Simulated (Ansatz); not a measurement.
`B1NC[SiH2]1` at its PBE0-D4/def2-TZVP geometry, where that method's forces vanish. Charge 0, multiplicity 1.

| atom | x (Å) | y (Å) | z (Å) |
| --- | --- | --- | --- |
| B1 | 1.2378 | 0.6125 | 0.1952 |
| N2 | 0.8522 | -0.4515 | -0.6181 |
| C3 | -0.5843 | -0.7278 | -0.4703 |
| Si4 | -0.6814 | 0.7154 | 0.7998 |
| H5 | 2.3415 | 1.0558 | 0.2806 |
| H6 | 1.4184 | -1.0061 | -1.2483 |
| H7 | -1.1361 | -0.5949 | -1.4050 |
| H8 | -0.7815 | -1.7323 | -0.0853 |
| H9 | -1.5733 | 1.8342 | 0.3826 |
| H10 | -1.0933 | 0.2946 | 2.1688 |

Problem. For each bond, give half the difference of the two atoms' forces along it (eV/Å; positive pushes the atoms apart) under PBE-D4, r2SCAN-D4, B3LYP-D4, ωB97M-V in def2-TZVPP. (Best estimate.)

Solution. The calculation gave: 
```
   bond  length (Å)  PBE-D4  r2SCAN-D4  B3LYP-D4  ωB97M-V
  B1–N2       1.394    0.17       0.11      0.07     0.08
 B1–Si4       2.015    0.00       0.05      0.18     0.09
  B1–H5       1.192   -0.03      -0.10     -0.18    -0.14
  N2–C3       1.470    0.09       0.23      0.30     0.31
  N2–H6       1.013    0.19      -0.03     -0.10    -0.17
 C3–Si4       1.925    0.10       0.06      0.18     0.06
  C3–H7       1.094    0.07      -0.06     -0.12    -0.12
  C3–H8       1.094    0.07      -0.06     -0.12    -0.12
 Si4–H9       1.490    0.06      -0.03     -0.11    -0.12
Si4–H10       1.490    0.06      -0.03     -0.11    -0.12
```

B3LYP here is the variant with VWN-RPA as its local correlation; programs differ in this.

Results of the Gaussian-basis code of Ansatz.
